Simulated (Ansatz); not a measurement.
CdClH$_{2}$N (`[NH2][Cd][Cl]`), relaxed with RKS PBE0-D4/def2-TZVP in Ansatz from a PBE-D4/def2-SVP geometry. The force threshold is 0.005 eV/Å; the program also tests the step.

Total charge 0; spin multiplicity 1. Cd: def2 effective core potential.

Start:

```xyz
5

N     0.533    0.673    0.751
Cd   -0.611   -0.323   -0.593
Cl   -2.068   -1.236   -2.120
H     0.662    0.095    1.596
H     1.484    0.790    0.367
```

(1) By how much does the energy fall, and how many steps does the optimiser take? (Best estimate.)

(2) Which bonds change most? (Best estimate.)

(3) Give the relaxed structure. (Estimate.)

Results:

(1) Ansatz gave: 1.84 kJ/mol, in 4 steps.

(2) Computed: Cd2–Cl3 from 2.299 to 2.274 Å; N1–Cd2 from 2.027 to 2.008 Å; N1–H5 from 1.032 to 1.014 Å; N1–H4 from 1.032 to 1.014 Å.

(3) Ansatz gave: 
```xyz
5

N     0.541    0.645    0.738
Cd   -0.619   -0.307   -0.596
Cl   -2.051   -1.233   -2.101
H     0.653    0.099    1.586
H     1.476    0.796    0.374
```
